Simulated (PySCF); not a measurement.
SnOF, SMILES [F][Sn]=[O], multiplicity 2. Atoms are numbered in the order given.

```xyz
3

Sn     0.3340     0.0317     0.0000
O     -1.0710     1.4639     0.0000
F     -0.9035    -1.4774     0.0000
```
Charge 0, spin multiplicity 2.

Geometry optimised at B3LYP-D3(BJ)/def2-TZVP. The def2 effective core potentials stand for the cores of Sn; spin–orbit coupling is left out.

Calculation: C-PCM-M06-2X/def2-SVP run with PySCF.

The values are the electrostatic part of the solvation free energy, E(continuum) − E(gas) at the gas-phase geometry, in a cavity of scaled van der Waals radii (PySCF's table); cavitation and dispersion terms are not included. A continuum can't describe solvent molecules that bind to the metal. The dipole moment in vacuum is 3.28 D.

Q: Estimate the values in water (ε = 78.36), benzene (ε = 2.27), acetonitrile (ε = 35.69). (Estimate from the structure and the level; the computed values follow.)

A: 
```tsv
solvent	ε	ΔG(elec) (kcal/mol)	dipole (D)
water	78.36	-8.0	4.06
benzene	2.27	-4.3	3.68
acetonitrile	35.69	-7.8	4.04
```
